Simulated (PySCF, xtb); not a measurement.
Si(All)(H)2(OH) (C3H8OSi), SMILES C=CC[SiH2]O.

GFN2-xTB in xtb 6.7.1 at its own geometry gives an orbital gap of 4.79 eV and a dipole moment of 0.86 D.

The structure is a stationary point at PBE0-D3(BJ)/def2-SVP. The values are those of a single conformer.

Q: What does PBE/def2-TZVP in PySCF give? (Estimate from the structure and the level; the computed values follow.)

A: gap 4.95 eV (levels -6.06 and -1.11 eV), dipole 1.14 D.
